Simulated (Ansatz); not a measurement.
C₃H₆BCl, relaxed with RKS PBE0-D4/def2-TZVP in Ansatz 0.2.0 from a PBE-D4/def2-SVP geometry. The force threshold is 0.005 eV/Å; the program also tests the step.

The species carries charge 0 and has multiplicity 1. The bonds changed during the relaxation, so this is another structure than the one it started from.

Start:

```xyz
11

B    -0.602    0.392    0.648
C    -0.436    0.445   -1.112
C     0.299   -0.602   -0.485
C     1.035   -0.278    0.691
Cl   -0.238   -2.252   -0.709
H    -1.503   -0.270    1.116
H    -0.434    1.549    0.977
H    -1.248    0.157   -1.795
H     0.084    1.385   -1.346
H     1.721    0.580    0.661
H     1.322   -1.106    1.355
```

| step | energy (eV) | largest force (eV/Å) | largest move (Å) |
| --- | --- | --- | --- |
| 1 | -16399.4103 | 0.593 | 0.000 |
| 2 | -16399.4599 | 0.263 | 0.029 |
| 3 | -16399.4662 | 0.068 | 0.011 |
| 4 | -16399.4665 | 0.016 | 0.004 |
| 5 | -16399.4665 | 0.006 | 0.002 |
| 6 | -16399.4665 | 0.003 | 0.000 |

End:

```xyz
11

B    -0.603    0.392    0.648
C    -0.424    0.436   -1.107
C     0.296   -0.597   -0.480
C     1.030   -0.279    0.675
Cl   -0.247   -2.223   -0.690
H    -1.483   -0.268    1.102
H    -0.433    1.528    0.966
H    -1.224    0.157   -1.780
H     0.083    1.368   -1.319
H     1.691    0.577    0.652
H     1.315   -1.090    1.331
```

It took 21 s on 4 threads of an Arm Neoverse V1 on a shared host, with 0.49 GiB of host memory at the peak.
